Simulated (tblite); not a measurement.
C6H9S2 (doublet state).
Cartesian coordinates in Å at the GFN2-xTB level; atoms count from 1:
```xyz
17
C6H9S2 angstrom
C      2.430    0.079   -0.045
S      1.222   -0.553    1.145
C     -0.437    0.175    0.480
C     -0.339    1.679    0.441
C     -1.524   -0.555    1.134
C     -1.658   -1.540    0.020
C     -0.671   -0.680   -0.735
S     -0.154   -0.632   -2.260
H      2.062   -0.095   -1.054
H      3.338   -0.492    0.118
H      2.616    1.135    0.129
H      0.360    1.990   -0.332
H     -1.317    2.098    0.209
H     -0.010    2.062    1.404
H     -1.960   -0.488    2.107
H     -1.326   -2.562    0.230
H     -2.640   -1.608   -0.457
```

All values are computed: GFN2-xTB (tblite) harmonic vibrations without scaling, gas phase. This tight-binding method is rough: wavenumbers can miss measured ones by several per cent, in bad cases by 10 to 20. One conformer, not necessarily the lowest. Open shells enter through the occupations alone, without spin polarisation, and single modes of such species can be off by tens of per cent.

Harmonic wavenumbers (cm⁻¹): 79.2, 97.3, 109.0, 140.6, 173.8, 178.8, 196.0, 227.5, 289.4, 348.7, 394.2, 398.1, 474.2, 571.6, 722.3, 735.5, 849.9, 931.2, 939.6, 947.6, 978.3, 983.8, 1003.5, 1040.4, 1136.4, 1157.1, 1215.1, 1289.8, 1308.0, 1356.6, 1390.0, 1401.8, 1434.9, 1442.0, 1472.0, 1481.5, 2894.9, 2934.8, 2998.1, 3023.4, 3030.2, 3036.3, 3040.5, 3050.8, 3178.1.

A = 1726, B = 1377, C = 1063 MHz; mass 145.015 u (most abundant isotopes); point group C1, symmetry number 1; spin multiplicity 2.

What is the zero-point energy?

Half the sum of the wavenumbers: 28041 cm⁻¹ = 80.17 kcal/mol.

What is S at 350 K and 1 bar for an ideal gas of classical rigid rotors and harmonic oscillators?

Translation 41.65, rotation 29.71, vibration 35.12, spin (R ln 2) 1.38: S = 107.9 cal/(mol K).

And Cp and H(350 K) − H(0)?

Cp = 42.76 cal/(mol K), of which vibrations give 34.81 (their classical limit is 45 R = 89.4); H(350 K) − H(0) = 9.31 kcal/mol without the zero-point energy, 6.52 from vibrations.

What must be added to the electronic energy to get the Gibbs energy at 350 K and 1 bar?

ZPE + [H(350 K) − H(0)] − T·S = 80.17 + 9.31 − 37.75 = 51.73 kcal/mol.

Blend soft modes into free rotors: weight 1/[1 + (100 cm⁻¹/ν̃)⁴] for the oscillator and the rest for a rotor with moment μB/(μ + B), μ = h/(8π²ν), B = 10⁻⁴⁴ kg m². What vibrational entropy results?

33.60 cal/(mol K) in place of 35.12, which changes −T·S at 350 K by +0.53 kcal/mol.

How do the functions run with temperature in this model?

```json
{"T (K)": "100", "S (cal/(mol K))": "70.6", "Cp (cal/(mol K))": "20.3", "H − H(0) (kcal/mol)": "1.31", "G − H(0) (kcal/mol)": "-5.75", "ln q(vib)": "1.34"}
{"T (K)": "200", "S (cal/(mol K))": "87.8", "Cp (cal/(mol K))": "29.9", "H − H(0) (kcal/mol)": "3.85", "G − H(0) (kcal/mol)": "-13.72", "ln q(vib)": "4.15"}
{"T (K)": "300", "S (cal/(mol K))": "101.6", "Cp (cal/(mol K))": "38.5", "H − H(0) (kcal/mol)": "7.27", "G − H(0) (kcal/mol)": "-23.21", "ln q(vib)": "6.94"}
{"T (K)": "500", "S (cal/(mol K))": "125.0", "Cp (cal/(mol K))": "53.8", "H − H(0) (kcal/mol)": "16.59", "G − H(0) (kcal/mol)": "-45.94", "ln q(vib)": "12.20"}
{"T (K)": "800", "S (cal/(mol K))": "153.8", "Cp (cal/(mol K))": "68.4", "H − H(0) (kcal/mol)": "35.11", "G − H(0) (kcal/mol)": "-87.93", "ln q(vib)": "19.40"}
{"T (K)": "1000", "S (cal/(mol K))": "169.8", "Cp (cal/(mol K))": "74.7", "H − H(0) (kcal/mol)": "49.46", "G − H(0) (kcal/mol)": "-120.33", "ln q(vib)": "23.75"}
```

q(vib) and H(0) count from the zero-point level.

Which modes carry the vibrational entropy at 350 K?

79.2 cm⁻¹: 4.23; 97.3 cm⁻¹: 3.82; 109.0 cm⁻¹: 3.60; 140.6 cm⁻¹: 3.10; 173.8 cm⁻¹: 2.70; 178.8 cm⁻¹: 2.64 cal/(mol K); the other 39 give 15.03 together.

Hindered rotation and anharmonicity are outside this model. Other conformers, if any are populated, would add a mixing term that is left out. The structure is chiral; the term R ln 2 for an equal mix with its mirror image is left out.

Time: 0.67 s of wall time. Hardware: one thread, Arm Neoverse V1 (aarch64), no GPU, shared host with 32 logical CPUs at a one-minute load of 13. The figure is for the frequency step alone.
